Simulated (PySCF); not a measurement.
thionyl fluoride cation (F₂OS), SMILES S(F)(=O)F (connectivity only; charge and spin as stated), charge +1, multiplicity 2. Atoms are numbered in the order given.

```xyz
4

O      1.4368    -0.2392     0.0000
S      0.1184     0.3026     0.0000
F     -0.7438    -0.1626    -1.1620
F     -0.7438    -0.1626     1.1620
```
Charge +1, spin multiplicity 2.

Coordinates come from a B3LYP-D3(BJ)/def2-TZVP optimisation. The multiplicity is an assumed one; other spin states were not compared.

Calculation: B3LYP-D3(BJ)/def2-TZVP in PySCF.

Frequencies are harmonic and unscaled.

Problem. Give all harmonic wavenumbers and intensities. (The exact figures need the calculation; the answer reports its results.)

Solution. 
```tsv
mode	ν (cm⁻¹)	IR (km/mol)	moving atoms (share of kinetic energy)
1	373	9.4	O 48 %, F 39 %, S 13 %
2	389	8.2	F 71 %, O 15 %, S 14 %
3	439	23.7	S 45 %, F 37 %, O 17 %
4	862	77.3	F 65 %, S 21 %, O 14 %
5	933	160.5	F 56 %, S 44 %
6	1215	46.5	O 58 %, S 39 %
```
